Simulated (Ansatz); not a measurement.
C₂H₁₁NSi₃, SMILES CC[Si@H]1N[SiH2][SiH2]1.

Geometry optimised at PBE0-D3(BJ)/def2-SVP. The structure was generated by enumeration; whether it is a known compound was not checked. One conformer was computed; it need not be the lowest.

Two levels are set side by side: PBE/def2-SVPD (Ansatz, a first-principles code) and CAM-B3LYP/def2-SVPD (Ansatz). Energy differences of separate SCF runs at the same geometry; the states with an electron removed or added have multiplicity 2 and 2. Differences are taken from unrounded values.

```
quantity                            PBE
---------------------------------  ----
vertical ionisation energy (eV)    8.42
vertical singlet–triplet gap (eV)  4.60
```

Task: These are the PBE values. What does CAM-B3LYP give? (The exact figures need the calculation; the answer reports its results.)

Result: 
```tsv
quantity	CAM-B3LYP	PBE minus CAM-B3LYP
vertical ionisation energy (eV)	8.88	-0.46
vertical singlet–triplet gap (eV)	5.24	-0.64
```
